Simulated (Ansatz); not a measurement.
Abridged output of a molecular run in Ansatz:

```
Functional definition: HF
2363 factors; integrals over basis functions are off by at most 1.6e-3 eV
mean field evaluation 1: about -14234.8693 eV, gradient 6.8e1 eV
mean field evaluation 2: about -14235.1474 eV, gradient 6.8e1 eV
mean field evaluation 4: about -14244.9287 eV, gradient 5.9e0 eV
mean field evaluation 8: about -14245.0593 eV, gradient 1.5e-1 eV
mean field -14245.05941608 eV, -523.4962778928 hartree, gradient 2.1e-6 eV, S^2 0.000000; 0 other end points of the search recorded, 0 dependent functions left out
9 core orbitals not correlated: weight in the atoms' cores, before any rotation towards them, 1.000 or more for the frozen orbitals, at most 0.000 for the correlated occupied ones
reference -14245.05941608 eV, -523.4962778928 hartree; 35, 35 occupied and 188, 188 virtual orbitals, 2363 factors
second order -46.35437830 eV of doubles, -0.00000000 eV of singles
cycle   1  -47.04427281 eV  change   -6.9e-1 eV  update   1.9e-1
cycle   2  -48.22710432 eV  change    -1.2e0 eV  update   6.6e-2
cycle   3  -48.64078139 eV  change   -4.1e-1 eV  update   3.6e-2
cycle   4  -48.64292102 eV  change   -2.1e-3 eV  update   9.6e-3
cycle   5  -48.63225369 eV  change    1.1e-2 eV  update   3.9e-3
cycle   6  -48.63315500 eV  change   -9.0e-4 eV  update   1.3e-3
cycle   7  -48.63249390 eV  change    6.6e-4 eV  update   4.6e-4
cycle   8  -48.63217864 eV  change    3.2e-4 eV  update   1.6e-4
cycle   9  -48.63225596 eV  change   -7.7e-5 eV  update   6.4e-5
cycle  10  -48.63227419 eV  change   -1.8e-5 eV  update   2.4e-5
perturbative correction -1.48667094 eV, -0.0546341494 hartree
Total energy: -14295.17836121 eV, -525.3381151545 hartree
```

Its atoms:

Cartesian coordinates in Å:
```
C 2.719 1.097 -1.725
O 1.441 1.062 -1.193
Zr -0.360 0.868 -0.527
O -1.483 0.226 -1.980
N -0.387 -0.427 1.060
C 0.071 -1.797 1.187
C 0.685 -2.251 -0.127
C -1.059 -2.726 1.608
O -1.045 2.509 0.209
C -1.463 3.812 0.434
H 2.697 0.928 -2.808
H 3.191 2.069 -1.541
H 3.352 0.324 -1.273
H -2.136 -0.277 -2.454
H -0.808 -0.105 1.924
H 0.858 -1.855 1.956
H 1.526 -1.613 -0.411
H 1.052 -3.277 -0.056
H -0.061 -2.220 -0.929
H -1.848 -2.727 0.850
H -1.501 -2.400 2.553
H -0.702 -3.752 1.740
H -0.655 4.525 0.232
H -1.772 3.938 1.478
H -2.315 4.067 -0.206
```

Problem. Which basis set was used?
A. def2-TZVPPD
B. def2-SVP
C. cc-pV(Q+d)Z
D. def2-QZVPP

Solution. B. It gives 232 functions.

Problem. Write the keys of the input that set method, charge and spin (a neutral closed shell needs none for the last two).

Solution. 
```yaml
correlation: {method: ccsd_t}
```
